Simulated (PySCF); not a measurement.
Homolysis of single bonds, series Al CH3-I. Isolated molecules, 0 K electronic values unless said otherwise. Strings in code marks are SMILES.

These are PBE-D3(BJ)/def2-TZVP // B3LYP-D3(BJ)/def2-TZVP (PySCF) values and carry that method's errors. 

```
species                                 dipole moment (D)
--------------------------------------  -----------------
whole molecule (`[CH3][Al]([CH3])[I]`)               2.11
radical fragment (`[CH3][Al][I]`)                    1.98
whole molecule (`[CH3][Al]([I])[I]`)                 1.62
radical fragment (`[I][Al][I]`)                      0.96
```
